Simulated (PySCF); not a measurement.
Worked example: oscillator strength and radiative lifetime

C2H7FOSi2, SMILES C=C[Si@H](F)[SiH2]O.

Geometry optimised at ωB97X-D3(BJ)/def2-SVP. The structure was generated by enumeration; whether it is a known compound was not checked. One conformer was computed; it need not be the lowest.

TDA-M06-2X/def2-SVPD run with PySCF puts the first singlet state with f over 0.02 at 5.63 eV (vertical), with the transition dipole (-0.610, 0.142, -0.059) in atomic units.

Task: Find the oscillator strength, the wavelength and the radiative lifetime that this transition would have in vacuum if emission retraced absorption.

Result: 
|μ|² = 0.3957 au, so |μ| = 1.60 D. ΔE = 5.63/27.211 = 0.2069 hartree. f = (2/3) ΔE |μ|² = 0.055 (the program prints 0.055).
λ = 1239.84/5.63 = 220 nm; ν = 45409 cm⁻¹.
Einstein's coefficient A = 0.6670 ν² f s⁻¹ (ν in cm⁻¹) = 7.5e7 s⁻¹, so τ = 1/A = 13 ns. This state is S1. The figure is the radiative limit of this one transition; relaxation, internal conversion, crossing to triplets and a medium change what is measured.
